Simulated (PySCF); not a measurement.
## Bond curve of LiBr⁺

Set-up: basis Li jorge-DZP-DKH, Br jorge-DZP-DKH; spin-free X2C with a Gaussian nucleus; PySCF 2.14. Energies in eV from Li⁺ + Br in their ground configurations at the same level. State: ²Π (doublet), unpaired electrons π ↑.

All columns are M06-2X. A positive dipole points towards Br; it is taken about the centre of mass and depends on that origin.

| R (Å) | E (eV) | μ (D) | Mulliken charge on Li (basis-dependent) | HOMO (eV) | LUMO (eV) | Mayer bond order | ⟨S²⟩ |
| --- | --- | --- | --- | --- | --- | --- | --- |
| 2.308 | -0.364 | -8.65 | 0.69 | -16.01 | -10.74 | 0.57 | 0.75 |
| 2.416 | -0.476 | -9.07 | 0.71 | -15.81 | -10.54 | 0.54 | 0.75 |
| 2.523 | -0.535 | -9.52 | 0.72 | -15.62 | -10.34 | 0.51 | 0.75 |
| 2.603 | -0.555 | -9.87 | 0.74 | -15.49 | -10.20 | 0.48 | 0.75 |
| 2.684 | -0.560 | -10.23 | 0.75 | -15.35 | -10.06 | 0.46 | 0.75 |
| 2.764 | -0.554 | -10.60 | 0.77 | -15.21 | -9.92 | 0.43 | 0.75 |
| 2.872 | -0.535 | -11.11 | 0.78 | -15.04 | -9.75 | 0.40 | 0.75 |
| 3.006 | -0.499 | -11.76 | 0.81 | -14.83 | -9.53 | 0.36 | 0.75 |
| 3.167 | -0.447 | -12.57 | 0.83 | -14.58 | -9.29 | 0.32 | 0.75 |
| 3.382 | -0.377 | -13.66 | 0.86 | -14.27 | -8.98 | 0.26 | 0.75 |

A fit through these points gives, at Re = 2.677 Å, μ = -10.20 D and dμ/dR = -4.55 D/Å; the reduced mass is 6.443 u.

Task: How strong is the fundamental in the double-harmonic approximation, I = 42.26·(dμ/dR)²/μred km/mol?

Result: I = 42.26·(-4.55)²/6.443 = 136 km/mol at M06-2X.

Spin–orbit coupling is left out. For an ion De counts to the pair picked by the measured ionisation energies or electron affinities, which need not be the lowest pair at this level. The state is the lowest determinant that a PBE0 search found; another state may lie lower at other levels.
